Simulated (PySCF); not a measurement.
**Os: ionisation energy**

Os [Xe] 4f14 5d6 6s2 [5d3/2^4 5d5/2^2, M_J = 4] → Os⁺ [Xe] 4f14 5d6 6s1 [5d3/2^4 5d5/2^2 6s1/2^1, M_J = 9/2], as a difference of total energies. All numbers are calculated (PySCF 2.14, the two-component X2C-1e Hamiltonian, in x2c-QZVPPall-2c (16s16p12d7f2g, 191 functions)). "Screened" scales the spin-orbit matrix elements by Boettger's factors to mimic the two-electron term; Breit and QED terms are absent.

```tsv
method	ionisation energy (eV)
GHF (spin-free)	6.523
GHF (screened spin-orbit)	6.520
```

The spin-free rows relax to the high-spin LS determinant and lack the spin-orbit shift.

The labels give the starting determinants; with spin-orbit coupling the two ends relaxed to ⟨J²⟩ = 20.11, ⟨L²⟩ = 6.69, ⟨S²⟩ = 5.85 and ⟨J²⟩ = 24.78, ⟨L²⟩ = 6.56, ⟨S²⟩ = 8.58.

For comparison: 8.438 eV (measured; NIST Atomic Spectra Database, ionization energies).
